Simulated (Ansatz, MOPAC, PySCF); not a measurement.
Torsion H4–S1–Si2–S3 in H2S2Si (SMILES S[Si]S); at each angle all else is relaxed with GFN2-xTB, and the levels are single points there.
Geometry at 180° (charge 0, multiplicity 1):
```xyz
5

S      1.658    -0.499     0.054
Si    -0.113    -1.189    -1.028
S     -0.104    -3.266    -0.400
H      1.583     0.752    -0.376
H      0.971    -3.240     0.375
```

On the grid 0° to 330°, 90° is the highest and 180° the lowest point at CCSD(T)/CBS(cc-pV(T+d)Z, cc-pV(Q+d)Z).

Frozen-core correlation. CBS(a, b) extrapolates the correlation energy as X⁻³ and adds the Hartree–Fock energy of set b. Rows in 3-21G, 6-31G*, LANL2DZ, STO-3G carry no dispersion term and start afresh at each structure (6-31G* with six Cartesian d functions). MP2/6-31G* freezes PySCF's default core. LANL2DZ brings its own core potentials from Na on. The state that PM6 reach isn't checked.

The values were computed with Ansatz (an electronic-structure program); MOPAC for PM6 (differences of heats of formation); PySCF for 3-21G rows, 6-31G* rows, LANL2DZ rows, STO-3G rows, the dispersion terms. 

Other levels give for the energy at 90° less that at 180°: PBE/def2-TZVPP 10.20; B3LYP/def2-TZVPP 10.09; B3LYP-D3(BJ)/def2-TZVPP 10.07; wB97M-V/def2-TZVPP 10.10; CCSD(T)/CBS(cc-pV(T+d)Z, cc-pV(Q+d)Z) 10.05 kcal/mol.

Common cheap choices:

| level | energy at 90° less that at 180° (kcal/mol) | less 10.05 (CCSD(T)/CBS(cc-pV(T+d)Z, cc-pV(Q+d)Z)) |
|---|---|---|
| PM6 | 2.04 | -8.01 |
| HF/STO-3G | 11.18 | 1.13 |
| HF/3-21G | 8.91 | -1.13 |
| BP86/6-31G* | 10.26 | 0.22 |
| B3LYP/3-21G | 9.25 | -0.80 |
| B3LYP/LANL2DZ | 9.71 | -0.34 |
| M06-2X/6-31G* | 10.32 | 0.27 |
| MP2/6-31G* | 11.09 | 1.04 |
